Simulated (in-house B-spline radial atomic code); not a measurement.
Radial electron density of B3+, 1s2. Method: scalar-relativistic (X2C) AM05, spin-polarised, spherical fractional occupations, Fermi nucleus of rms radius 2.406 fm. Calculated with a radial B-spline atomic code at the basis-set limit.

Columns: r (bohr), 4πr²n(r) (electrons per bohr), bar.

```
  0.0118   0.1086 #
  0.0133   0.1358 #
   0.015   0.1696 ##
   0.017   0.2133 ##
  0.0191   0.2635 ##
  0.0216   0.3283 ###
  0.0243   0.4042 ####
  0.0275    0.501 ####
   0.031   0.6145 #####
  0.0349   0.7487 #######
  0.0394    0.912 ########
  0.0444    1.102 ##########
  0.0501    1.325 ############
  0.0565    1.581 ##############
  0.0638    1.875 #################
  0.0719    2.198 ####################
  0.0811    2.553 #######################
  0.0915    2.934 ##########################
   0.103    3.322 ##############################
   0.116    3.711 #################################
   0.131    4.091 #####################################
   0.148     4.43 ########################################
   0.167    4.698 ##########################################
   0.188     4.87 ###########################################
   0.213    4.929 ############################################
    0.24    4.849 ###########################################
    0.27    4.632 #########################################
   0.305    4.266 ######################################
   0.344    3.783 ##################################
   0.388    3.213 #############################
   0.438    2.595 #######################
   0.494    1.988 ##################
   0.557    1.434 #############
   0.628   0.9672 #########
   0.709    0.601 #####
   0.799   0.3453 ###
   0.901   0.1798 ##
    1.02  0.08177 #
    1.15  0.03373
```

On this grid the curve has 1 maximum, near 0.213 bohr.

The 1s up radial function P(r) = rR(r), positive near the nucleus:

| r (bohr) | P |
| --- | --- |
| 0.004 | 0.08273 |
| 0.00509 | 0.1045 |
| 0.00647 | 0.1317 |
| 0.00824 | 0.166 |
| 0.0105 | 0.2089 |
| 0.0133 | 0.2606 |
| 0.017 | 0.3266 |
| 0.0216 | 0.4052 |
| 0.0275 | 0.5005 |
| 0.0349 | 0.6119 |
| 0.0444 | 0.7421 |
| 0.0565 | 0.8891 |
| 0.0719 | 1.048 |
| 0.0915 | 1.211 |
| 0.116 | 1.362 |
| 0.148 | 1.488 |
| 0.188 | 1.56 |
| 0.24 | 1.557 |
| 0.305 | 1.46 |
| 0.388 | 1.267 |
| 0.494 | 0.997 |
| 0.628 | 0.6954 |
| 0.799 | 0.4155 |
| 1.02 | 0.2022 |
